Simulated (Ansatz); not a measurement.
# Energy profile

The step: CH₅Al ([CH3][AlH2]) → CH₃Al ([CH2][AlH]) + H₂; bonds formed: H2–H4; bonds broken: Al1–H2, C3–H4 (atoms numbered as in the saddle structure below).

| atom | x (Å) | y (Å) | z (Å) |
| --- | --- | --- | --- |
| Al1 | -0.7874 | 0.3097 | -0.5455 |
| H2 | -1.1590 | -0.6513 | 0.9112 |
| C3 | 0.9670 | -0.1233 | -0.2155 |
| H4 | -0.2958 | -0.3116 | 1.0087 |
| H5 | -1.7793 | 1.5267 | -0.7064 |
| H6 | 1.1846 | -1.1549 | 0.0668 |
| H7 | 1.8701 | 0.4047 | -0.5193 |

Electronic energies by CCSD(T) at an estimated basis limit (MP2 extrapolated from triple and quadruple zeta, plus CCSD(T) − MP2 in triple zeta), on PBE0-D4/def2-TZVP structures; CH₅Al, closed shell; no counterpoise correction. Ansatz 0.2.0; basis: def2-TZVPP and def2-QZVPP; cores frozen in the correlated methods. Extrapolation: Hartree–Fock as exp(−7.88 √X), correlation as X^−2.97.

Problem. Give the profile in kJ/mol, counted from the start structure. (To be estimated.)

Solution. Computed:
| point | kJ/mol |
| --- | --- |
| start structure | 0.0 |
| saddle | 298.7 |
| end structure | 268.3 |
| separated: CH₃Al (linked as [CH2][AlH]; Al1, C3, H5, H6, H7; singlet) + H₂ (H2, H4; singlet) | 287.0 |

T1 diagnostic: at most 0.018. The restricted Hartree–Fock reference is unstable towards an unrestricted one at one or more of these structures.

For scale, one of the runs: CCSD(T)/def2-TZVPP, 143 basis functions, launched by `ansatz run in.yaml --threads 2 --pin off --events-out ev --progress --plain --max-ram 4352MiB`. Hardware: 2 CPU threads of an Arm Neoverse V1, shared host. Wall time 7 s; peak host memory 0.78 GiB.
